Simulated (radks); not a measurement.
Problem. These are the eigenvalues of the occupied orbitals of an atom or ion with whole-number occupations (eV). All-electron calculation, non-relativistic Kohn-Sham, exchange-only PBE, spin-polarised, spherical densities, point nucleus. Program: a radial shooting solver on a logarithmic mesh with Libxc functionals.

orbital  eigenvalue
1s        -829.3419
2s         -35.1961
2p         -12.3956

Which element is it, and in what charge state? The configuration may be excited. Open shells, if any, are filled with parallel spins first.

Solution. Z = 10, neon, charge 0: Ne in [Ne]. The list shows which subshells hold electrons but not how many an open one holds; the 1s level, -30.478 hartree, gives Z - s = 7.8 by -(Z - s)^2/2, which with screening narrows Z to a few neighbours, and the depths of the outer levels then fix element, charge and occupations together.
